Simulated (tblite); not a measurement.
Question: Write a Z-matrix for InChI=1S/C5H10O3/c1-4-3-7-5(6-2)8-4/h4-5H,3H2,1-2H3/t4-,5+/m0/s1 as optimised with GFN2-xTB.

Answer: 
Z-matrix in Å and degrees, rows numbered from 1:
```
C 
O   1  1.4109
C   2  1.3976  1  113.79
O   3  1.3931  2  111.92  1   -73.72
C   4  1.4180  3  105.75  2   -83.66
C   5  1.5477  4  104.38  3   -22.12
C   6  1.5227  5  112.88  4   122.44
O   3  1.3747  2  109.41  1   167.96
H   1  1.0942  2  111.03  3    59.96
H   1  1.0957  2  110.61  3   -61.28
H   1  1.0875  2  106.05  3   179.57
H   3  1.1028  2  110.31  1    46.95
H   5  1.0904  4  107.66  3  -142.94
H   5  1.0958  4  110.30  3    97.02
H   6  1.0949  5  111.89  4  -112.15
H   7  1.0870  6  109.48  5   -59.56
H   7  1.0864  6  109.63  5  -178.68
H   7  1.0872  6  109.91  5    61.21
```

The 6 C–O bonds span 1.375 Å (C3–O8, drawn single) to 1.428 Å (C6–O8, drawn single), a spread of 0.053 Å. O4 (cyclic ether oxygen) is bent (angle 105.7°). The 5-membered ring C3–O4–C5–C6–O8 has internal angles of 103.1° to 107.0° (sum 527°, against 540° for a flat polygon); it is puckered, 0.14 Å rms from its mean plane, widest ring torsion 36°. The C–C distances run from 1.523 Å (C6–C7, drawn single) to 1.548 Å (C5–C6, drawn single), a spread of 0.025 Å.

Computed geometry: GFN2-xTB, gas phase.

Point group: C1 (no symmetry element, even within 0.4 Å). Its GFN2-xTB frequencies are all real (lowest 73 cm⁻¹). One conformer, not necessarily the lowest (C1–O2–C3–O4 -74°, O2–C3–O4–C5 -84°, C3–O4–C5–C6 -22°, O4–C5–C6–C7 122°, C5–C6–O8–C3 20°).

Hardware: an AMD EPYC 9R14 with one thread, shared host. Cost: 0.44 s of wall time. That covers the optimisation of the geometry.
